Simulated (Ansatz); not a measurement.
Species: C₄H₄OS₂, SMILES `Sc1cocc1S` (H–S–C–C torsion 180°, C–C–S–H torsion -180°) (charge 0, multiplicity 1).

**Question.** Give a relaxed geometry from PBE0-D3(BJ)/def2-SVP in Ansatz (a first-principles code).

**Answer.** Several could match; the one computed here: the end point of this relaxation, one of several conformers (outside a Z-matrix the atoms follow the SMILES, hydrogens last).
Cartesian coordinates (Å) in one orientation:
```xyz
11

S     -2.350     0.966     0.159
C     -0.918    -0.048     0.088
C     -0.888    -1.413     0.169
O      0.379    -1.863     0.079
C      1.187    -0.796    -0.062
C      0.455     0.359    -0.064
S      0.961     2.032    -0.213
H     -1.693     2.137     0.027
H     -1.668    -2.159     0.287
H      2.252    -0.993    -0.149
H      2.282     1.779    -0.321
```
